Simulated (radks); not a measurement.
All-electron atom: Tl6+ in [Xe] 4f14 5d7. Method: Dirac Kohn-Sham, PBE, spin-unpolarised, spherical densities, finite nucleus; open shells fill j = l - 1/2 first; Fermi nuclear charge, rms radius 5.4759 fm; computed with a radial shooting solver on a logarithmic mesh with Libxc functionals. Some entries of the table are withheld. Estimate them.

orbital,occ.,eigenvalue (eV),<r^2> (bohr^2),<1/r> (bohr^-1)
1s1/2,2,-85517.21,0.0003691,99.36
2s1/2,2,-15283.85,0.005550,24.52
2p1/2,2,-14679.89,0.003911,24.49
2p3/2,4,-12614.46,0.005095,19.69
3s1/2,2,-3711.613,0.03598,8.998
3p1/2,2,-3438.012,0.03272,8.913
3p3/2,4,-2978.801,0.03909,7.659
3d3/2,4,(1),0.02986,7.558
3d5/2,6,(2),0.03159,7.276
4s1/2,2,-893.1945,0.1732,3.817
4p1/2,2,-775.0580,0.1759,3.709
4p3/2,4,-663.3703,0.2076,3.275
4d3/2,4,-470.0968,0.2168,3.076
4d5/2,6,-449.2457,0.2278,2.977
5s1/2,2,-212.3195,0.8463,1.586
4f5/2,6,-199.6970,0.2575,2.629
4f7/2,8,-195.0811,0.2646,2.591
5p1/2,2,-172.0903,0.9647,1.470
5p3/2,4,-150.9797,1.145,1.318
5d3/2,4,(3),1.668,1.076
5d5/2,3,(4),1.754,1.045

Answer. 
(1) 3d3/2 eigenvalue (eV): -2525.406
(2) 3d5/2 eigenvalue (eV): -2427.320
(3) 5d3/2 eigenvalue (eV): -93.6970
(4) 5d5/2 eigenvalue (eV): -90.9098
